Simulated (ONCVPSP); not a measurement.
# Configuration tests for arsenic (ONCV)

```
Element                 : arsenic (As)
Generator               : ONCVPSP 4.0.1
Type                    : optimised norm-conserving Vanderbilt (ONCV)
Functional              : PBE
Relativity              : scalar-relativistic
Frozen core             : [Ne] 3s2
Valence charge          : 21
Reference configuration : 3p6 3d10 4s2 4p3
Partial waves           : 4s: rc 1.65 bohr, ncon 4, nbas 9, qcut 3.6 1/bohr, 1 projector; 3p+4p: rc 1.00 bohr, ncon 4, nbas 8, qcut 13.1 1/bohr, 2 projectors; 3d: rc 0.90 bohr, ncon 4, nbas 9, qcut 17.3 1/bohr, 2 projectors, debl 0.4 Ha
Local potential         : polynomial inside 0.85 bohr (lpopt 5, dvloc0 3 Ha)
Core correction         : Teter function fitted to the true core (icmod 2), fcfact 0.6
```

In the d channel the program set the typed energies aside and used -1.494, 0.250 Ha.

Energies are relative to the spin-unpolarised reference configuration 3p6 3d10 4s2 4p3; without spin polarisation the order of configurations can differ from experiment.

| valence configuration | charge | ΔE all-electron (eV) | error AE − PS (meV) |
| --- | --- | --- | --- |
| 3p6 3d10 4s2 4p2 | +1 | 9.149 | -0.8 |
| 3p6 3d10 4s2 4p1 | +2 | 27.068 | -1.7 |
| 3p6 3d10 4s2 4p0 | +3 | 54.771 | +1.1 |

What are ΔE and the potential's error for 3p5 3d10 4s2 4p3?

ΔE = 144.408 eV all-electron; the error (AE − PS) is -182 meV.

Levels in the configuration 3p6 3d10 4s2 4p1:

```
level  all-electron (eV)  pseudo (eV)
   3p           -155.031     -155.078
   3d            -61.938      -61.978
   4s            -33.448      -33.438
   4p            -22.669      -22.666
```

Note: ghosts flagged at negative energy: s at -111.9 eV; no localised positive-energy state flagged. A true bound ghost makes a file unfit for plane-wave use.
